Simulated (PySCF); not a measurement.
1-ethynyl-1-methylcyclopropane (C₆H₈), SMILES C#CC1(C)CC1. Geometry: PBE-D3(BJ)/def2-SVP.

**Question.** Give the equilibrium geometry at PBE-D3(BJ)/def2-SVP (PySCF confirms it by a frequency run) as Cartesian coordinates in Å, and its point group. (The exact figures need the calculation; the answer reports its results.)

**Answer.** point group Cs.
```xyz
14

C      0.1773    -2.4347     0.0000
C      0.0417    -1.2178     0.0000
C     -0.1509     0.2160     0.0000
C     -1.6047     0.6727     0.0000
C      0.8755     1.0629     0.7517
C      0.8755     1.0629    -0.7517
H      0.3038    -3.5076     0.0000
H     -2.1365     0.2969     0.8972
H     -1.6654     1.7795     0.0000
H     -2.1365     0.2969    -0.8972
H      0.4889     1.9489     1.2796
H      1.6848     0.5318     1.2743
H      0.4889     1.9489    -1.2796
H      1.6848     0.5318    -1.2743
```
